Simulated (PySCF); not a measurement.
HBN, SMILES [B]=N, doublet at its PBE0/def2-SVP optimised geometry (Å):

```
3

B      1.1202     0.0000     0.0000
N     -0.1214     0.0000     0.0000
H     -1.1202     0.0000     0.0000
```

Computed with unrestricted PBE0/def2-TZVP (PySCF). Cells within 0.4 Å of a nucleus heavier than hydrogen are left out (blank, or x).

Map of the electrostatic potential (hartree/e), clipped to [-0.08, 0.12] on the plane z = 0.0 Å:

```
|2222222221111111111111122222222|
|2222222221111111111111122222222|
|2222222221111111111111122222222|
|2222222221111111111111222222222|
|2222222221111111111111222222222|
|2222222221111111111112222222222|
|2222222222111000011112222222222|
|2222222222111000001122222222222|
|2222233222211000001233333222222|
|2233333333211000012355543322222|
|2333334444332211124799865332222|
|3333444566655676569999996433222|
|3333456799999999999999999543222|
|3334457999999999999999999743222|
|33345689999999xx999xxx999843222|
|3334568999999xxxx99xxx999853222|
|33345689999999xx999xxx999843222|
|3334457999999999999999999743222|
|3333456799999999999999999543222|
|3333444566655676569999996433222|
|2333334444332211124799865332222|
|2233333333211000012355543322222|
|2222233222211000001233333222222|
|2222222222111000001122222222222|
|2222222222111000001112222222222|
|2222222221111111111112222222222|
|2222222221111111111111222222222|
|2222222221111111111111222222222|
|2222222221111111111111122222222|
|2222222221111111111111122222222|
|2222222221111111111111122222222|
```
Scale: ten equal steps from -0.033 (start of '0') to 0.120 (end of '9'), in the order '0123456789'; x runs from -3.50 to 3.50, y from -3.50 (bottom) to 3.50 (top).
